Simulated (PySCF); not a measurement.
Species: C5H3F2O (charge +1).
Atom-mapped SMILES: `[CH:1]#[C:2][C@H:3]([C:4]#[O+:5])[CH:6]([F:7])[F:8]` (hydrogens: H9 on C1; H10 on C3; H11 on C6)

Structure optimised with GFN2-xTB, isolated species.

Problem. What internal coordinates does the optimisation give?

Solution. 
```csv
bond,length (Å),order
C1≡C2,1.197,triple
C2–C3,1.472,single
C3–C4,1.393,single
C4≡O5,1.116,triple
C3–C6,1.596,single
C6–F7,1.324,single
C6–F8,1.332,single
C1–H9,1.056,single
C3–H10,1.108,single
C6–H11,1.102,single
```

Orders are formal, as drawn. A selection of angles:
```csv
angle,degrees
C2–C1–H9,178.0
C1–C2–C3,177.8
C2–C3–C4,102.9
C2–C3–C6,112.6
C2–C3–H10,110.2
C4–C3–C6,115.2
C4–C3–H10,110.8
C6–C3–H10,105.3
C3–C4–O5,174.7
C3–C6–F7,107.3
C3–C6–F8,107.9
C3–C6–H11,112.4
F7–C6–F8,108.9
F7–C6–H11,109.9
F8–C6–H11,110.3
```

Torsions: C2–C3–C6–F7 -74° (synclinal).

The 4 C–C bonds span 1.197 Å (C1≡C2, drawn triple) to 1.596 Å (C3–C6, drawn single), a spread of 0.399 Å.

Point group: C1 (no symmetry element, even within 0.4 Å). No frequency check.

One conformer stands for the species.

The numbers are calculated, not measured.
